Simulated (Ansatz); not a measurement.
PBE exchange is replaced step by step with exact exchange (0 % is PBE, 25 % PBE0; no dispersion term), basis def2-SVP, Ansatz. System: Al2O3 (the lowest singlet isomer of a short search). The state is a singlet with charge 0. Geometry: PBE-D4/def2-SVP, each spin state at its own.

Geometry of the singlet:

| atom | x (Å) | y (Å) | z (Å) |
| --- | --- | --- | --- |
| Al1 | -0.019 | -1.579 | -0.623 |
| Al2 | 0.021 | 1.579 | 0.623 |
| O3 | -0.040 | -3.086 | -1.217 |
| O4 | 0.001 | -0.001 | 0.001 |
| O5 | 0.038 | 3.087 | 1.215 |

The structure comes from a short search, and lower isomers may exist.

```tsv
exact exchange (%)	HOMO (eV)	LUMO (eV)	gap (eV)	triplet − singlet (kJ/mol)	quintet − singlet (kJ/mol)
10	-6.91	-3.73	3.18	160.6	331.0
40	-8.60	-2.81	5.78	118.4	247.8
```

(1) Estimate the row for 15 %.

## Answers

(1) 
```
exact exchange (%)  HOMO (eV)  LUMO (eV)  gap (eV)  triplet − singlet (kJ/mol)  quintet − singlet (kJ/mol)
                15      -7.19      -3.58      3.61                       153.8                       317.1
```
